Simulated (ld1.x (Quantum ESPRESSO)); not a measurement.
## Cu (Z = 29): one change to an ultrasoft potential, before and after

- Element: copper (Cu)
- Generator: ld1.x (Quantum ESPRESSO) 7.5
- Type: ultrasoft
- Functional: PBE
- Relativity: scalar-relativistic
- Frozen core: [Ar]
- Valence charge: 11
- Reference configuration: 3d10 4s0 4p0 (charge +1)
- Partial waves: 4s (bound, empty): rcut 1.50, rcutus 1.85 bohr; 4s channel at 0.3 Ry: rcut 1.50, rcutus 1.85 bohr; 4p (bound, empty): rcut 1.85, rcutus 2.60 bohr; 4p channel at 2.4 Ry: rcut 1.85, rcutus 2.60 bohr; 3d (bound): rcut 0.90, rcutus 0.95 bohr; 3d channel at 1 Ry: rcut 0.90, rcutus 0.95 bohr; 4f channel at 0.25 Ry: rcut 1.65, rcutus 2.25 bohr; 4f channel at 2.8 Ry: rcut 1.65, rcutus 2.25 bohr
- Local potential: all-electron potential smoothed inside 2.05 bohr (lloc = -2)
- Core correction: Bessel-smoothed model core inside 0.80 bohr
- Augmentation charge: built from norm-conserving waves at rcut, not smoothed further

Change: reference 3d10 4s1 4p0.

Cutoffs: the cutoffs (Ry, on a coarse ladder) from which the occupation-weighted sum of valence levels, in a spherical-Bessel basis at the reference potential, stays within 10 and 1 mRy of its value at 400 Ry; they do not see the model core or the augmentation charge, which bear on the density cutoff. Errors are all-electron minus pseudo energies relative to the spin-unpolarised reference configuration.

What does the change do?

The potential gets neither clearly harder nor softer (160 Ry and 260 Ry → 160 Ry and 260 Ry); the range in which the s phases agree narrows (upper end at the end of the scan → 3.3); neither file shows a bound ghost.

```csv
quantity,base,changed
"cutoff, loose",160 Ry,160 Ry
"cutoff, tight",260 Ry,260 Ry
bound ghosts,none,none
"largest error over its own tests, meV",-1913,-1664
s: phases at 2.86 bohr within 0.05 rad from the reference energy up to (Ry; the scan ends near 5),to the end of the scan,3.3
p: phases at 2.86 bohr within 0.05 rad from the reference energy up to (Ry; the scan ends near 5),3.6,4.1
d: phases at 2.86 bohr within 0.05 rad from the reference energy up to (Ry; the scan ends near 5),to the end of the scan,to the end of the scan
f: phases at 2.86 bohr within 0.05 rad from the reference energy up to (Ry; the scan ends near 5),to the end of the scan,to the end of the scan
lowest overlap eigenvalue by channel,"s 0.39, p 0.65, d 1.00, f 0.98","s 0.41, p 0.65, d 1.00, f 0.98"
```
